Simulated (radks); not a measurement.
Isoelectronic series with 3 electrons, each ion in its NIST ground configuration. Method: non-relativistic Kohn-Sham, r2SCAN, spin-unpolarised, spherical densities, point nucleus; meta-GGA in the generalised Kohn-Sham scheme; computed with a radial shooting solver on a logarithmic mesh with Libxc functionals. Total energies (hartree) and screening constants sigma, defined by e = -(Z - sigma)^2 / (2 n^2) hartree:

Li: configuration [He] 2s1; E (hartree) -7.46555; 2s 2.084; 1s 1.016
Be+: configuration [He] 2s1; E (hartree) -14.29608; 2s 1.998; 1s 1.028
B2+: configuration [He] 2s1; E (hartree) -23.37902; 2s 1.963; 1s 1.031
C3+: configuration [He] 2s1; E (hartree) -34.71259; 2s 1.944; 1s 1.033
N4+: configuration [He] 2s1; E (hartree) -48.29634; 2s 1.932; 1s 1.034
O5+: configuration [He] 2s1; E (hartree) -64.13016; 2s 1.924; 1s 1.035
F6+: configuration [He] 2s1; E (hartree) -82.21399; 2s 1.919; 1s 1.035
Ne7+: configuration [He] 2s1; E (hartree) -102.54781; 2s 1.914; 1s 1.035
Mg9+: configuration [He] 2s1; E (hartree) -149.96541; 2s 1.908; 1s 1.036
Al10+: configuration [He] 2s1; E (hartree) -177.04919; 2s 1.906; 1s 1.036
Si11+: configuration [He] 2s1; E (hartree) -206.38296; 2s 1.904; 1s 1.036
